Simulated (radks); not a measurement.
The numbers below are computed, except where a source is named.
All-electron atom: neutral calcium in [Ar] 4p2 (not the ground configuration).

Code: a radial shooting solver on a logarithmic mesh with Libxc functionals. Model: non-relativistic Kohn-Sham, BLYP, spin-unpolarised, spherical densities, point nucleus.

Energy parts (eV):
| part | energy |
|---|---|
| total | -18432.993 |
| kinetic | 18415.901 |
| electron-nucleus | -43589.378 |
| Hartree | 7719.076 |
| exchange-correlation | -978.592 |

Orbitals (lengths in bohr, moments of r in powers of bohr; r(90%) holds 90 % of the orbital's charge):
| orbital | occ. | eigenvalue (eV) | r(90%) | <r> | <r^2> |
|---|---|---|---|---|---|
| 1s | 2 | -3932.263 | 0.138 | 0.07737 | 0.008037 |
| 2s | 2 | -413.1347 | 0.571 | 0.3670 | 0.1594 |
| 2p | 6 | -337.1233 | 0.542 | 0.3287 | 0.1336 |
| 3s | 2 | -48.9164 | 1.74 | 1.161 | 1.556 |
| 3p | 6 | -30.3203 | 1.96 | 1.269 | 1.900 |
| 4p | 2 | -2.1933 | 7.54 | 4.966 | 28.55 |

The highest occupied level is 4p at -2.193 eV. Summed over all electrons, <r^2> = 72.76 bohr^2, which gives a Langevin (diamagnetic) susceptibility term of -57.6 x 10^-6 cm^3/mol.
